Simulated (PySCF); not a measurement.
B(F)(OAc)(OH) (C2H4BFO3), SMILES CC(=O)OB(O)F. The structure is a stationary point at PBE-D3(BJ)/def2-SVP. One conformer was computed; it need not be the lowest.

Computed equilibrium geometry at PBE-D3(BJ)/def2-SVP (PySCF confirms it by a frequency run) as bond lengths and angles (one conformer of several):
Atoms: B1 F2 O3 C4 C5 O6 H7 H8 H9 O10 H11. Bonds (Å): B1–F2 1.340, B1–O3 1.393, B1–O10 1.356, O3–C4 1.377, C4–C5 1.506, C4–O6 1.210, C5–H7 1.103, C5–H8 1.109, C5–H9 1.108, O10–H11 0.974. Bond angles (°): F2–B1–O3 120.6, F2–B1–O10 121.7, O3–B1–O10 117.6, B1–O3–C4 121.4, O3–C4–C5 111.1, O3–C4–O6 122.5, C5–C4–O6 126.4, C4–C5–H7 109.9, C4–C5–H8 109.8, C4–C5–H9 109.9, H7–C5–H8 110.2, H7–C5–H9 110.3, H8–C5–H9 106.8, B1–O10–H11 111.7.
Charge 0, spin multiplicity 1.
